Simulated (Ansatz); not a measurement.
Species: C4H5OSi, charge -1, multiplicity 1. It need not be the lowest isomer of its formula. Whether it binds its extra electron was not tested at this geometry. 
Coordinates optimised at B3LYP-D3(BJ)/def2-TZVP (Ansatz, a program for electronic structure):
```xyz
11

Si     2.1217     0.3406     0.2837
C      0.2491    -0.0749     0.0627
C     -0.6247    -0.9404     0.6764
C     -1.9476    -0.6504     0.2160
C     -1.8216     0.3781    -0.6603
O     -0.5138     0.7442    -0.7633
H      2.5510    -0.0456    -1.1382
H      2.4517    -1.0214     0.9083
H     -0.3357    -1.7119     1.3712
H     -2.8674    -1.1451     0.4894
H     -2.5240     0.9269    -1.2648
```
Charge -1, spin multiplicity 1.

Basis-set convergence of Hartree-Fock and MP2 correlation energies (hartree) with Ansatz. Valence correlation only, unless marked. No spin-orbit coupling. Non-relativistic. This anion needs diffuse functions, which these sets lack.

```csv
basis,functions,E(HF),"E(corr, MP2)"
cc-pV(D+d)Z,118,-518.13303,-0.81575
cc-pV(T+d)Z,259,-518.20875,-1.00422
cc-pV(Q+d)Z,489,?,?
```

Task: Some entries are withheld; supply them.

Result: 
- cc-pV(Q+d)Z, E(HF): -518.22951
- cc-pV(Q+d)Z, E(corr, MP2): -1.07228
